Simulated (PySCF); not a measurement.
Quadrupole coupling of `Cc1ccccn1`: calculation against gas-phase measurements

Values to reproduce (atoms as numbered below): 14N at N7: χzz = -4.3 MHz [1].
[1] measured, gas; W. C. Bailey, Calculation of NQCC in Gaseous State Molecules (compilation of microwave values)

Compound: C6H7N.
Structure used (GFN2-xTB), in Å, numbered top down from 1:
```xyz
14
C6H7N angstrom
C      2.1928   -0.2702    0.1437
C      0.7032   -0.1645    0.0417
C      0.0673    1.0760    0.0248
C     -1.3117    1.1196   -0.0665
C     -2.0149   -0.0738   -0.1406
C     -1.2922   -1.2548   -0.1190
N      0.0258   -1.3018   -0.0298
H      2.6663    0.2385   -0.6945
H      2.5429    0.1972    1.0627
H      2.4822   -1.3166    0.1398
H      0.6499    1.9835    0.0837
H     -1.8329    2.0666   -0.0803
H     -3.0913   -0.0846   -0.2131
H     -1.7881   -2.2156   -0.1748
```

Problem. How do the computed couplings compare?

Solution. PySCF, non-relativistic, with Q(14N) = 0.02044 b:

```csv
level,functions,14N N7 (MHz),computed/reference − 1 (%)
B3LYP/pcJ-1,259,-5.360,+24.6
```

The unsigned error is 24.6 %. Computed values are for fixed nuclei, while measured ones can include vibrational averaging. GFN2-xTB bond lengths can be off by several hundredths of an ångström, more for odd bonds, and the gradients follow them. These gradients aren't converged with respect to the basis.
